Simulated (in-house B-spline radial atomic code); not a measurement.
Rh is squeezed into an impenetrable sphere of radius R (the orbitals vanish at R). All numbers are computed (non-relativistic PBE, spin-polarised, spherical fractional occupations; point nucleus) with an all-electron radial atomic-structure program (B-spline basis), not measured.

Energies in eV above the free atom in [Kr] 4d8 5s1:

```
R (bohr)  highest level (eV)  [Kr] 4d8 5s1  [Kr] 4d8 5d1  [Kr] 4d7 4f1 5s1  -dE/dV in [Kr] 4d8 5s1 (GPa)
    8.68               -4.26       0.04709         7.782             13.43                        0.0573
    6.64               -3.71        0.4183         10.87             17.17                         0.891
    4.62            -0.00728         4.359         22.45             28.44                          22.2
    4.11                3.07          8.49         30.53             35.66                          58.5
    3.41                12.2         23.16         53.46             55.97                           262
    3.05                21.9         41.08         77.49             77.64                           631
    2.76                34.9         67.84         110.3               108                          1380
    2.07                 114         275.3         336.2             326.3                         12700
    1.64                 264         803.5         873.5             861.3                         69500
    1.44                 408          1412          1480              1469                        172000
```

(1) Does [Kr] 4d8 5d1 fall below [Kr] 4d8 5s1 under compression?

(2) Does [Kr] 4d7 4f1 5s1 fall below [Kr] 4d8 5s1 under compression?

The highest level is first positive in the row R = 4.11 bohr, pushed up by confinement above the zero of the free ion's potential. Each configuration is held fixed and needn't be the lowest in the sphere.

## Answers

(1) No, it stays above over the whole range.

(2) No, it stays above over the whole range.
